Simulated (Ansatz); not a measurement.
AlBH6N2, SMILES `N[B](N)[AlH2]`, relaxed with RKS PBE0-D4/def2-TZVP in the Gaussian-basis code of Ansatz from a PBE-D4/def2-SVP geometry. The force threshold is 0.005 eV/Å; the program also tests the step.

Total charge 0; spin multiplicity 1.

Start:

```xyz
10

N    -1.308    0.114    0.873
B    -0.213    0.188   -0.035
N    -0.183    1.164   -1.071
Al    1.405   -1.200    0.180
H    -2.121    0.736    0.847
H    -1.357   -0.571    1.624
H     0.584    1.241   -1.736
H    -0.919    1.858   -1.229
H     2.684   -1.222   -0.808
H     1.427   -2.309    1.357
```

How much energy does the relaxation release, and in how many steps? (Estimate.)

Ansatz gave: 0.68 kcal/mol, in 5 steps.

Which bonds change most? (An estimate is asked.)

Ansatz gave: Al4–H10 from 1.618 to 1.600 Å; Al4–H9 from 1.617 to 1.600 Å; N1–H5 from 1.023 to 1.008 Å; N3–H8 from 1.023 to 1.008 Å.

Give the relaxed structure. (Estimate.)

Computed: 
```xyz
10

N    -1.306    0.125    0.867
B    -0.213    0.182   -0.028
N    -0.184    1.149   -1.060
Al    1.406   -1.201    0.181
H    -2.102    0.742    0.831
H    -1.361   -0.546    1.611
H     0.573    1.220   -1.714
H    -0.910    1.831   -1.218
H     2.668   -1.190   -0.803
H     1.429   -2.312    1.332
```
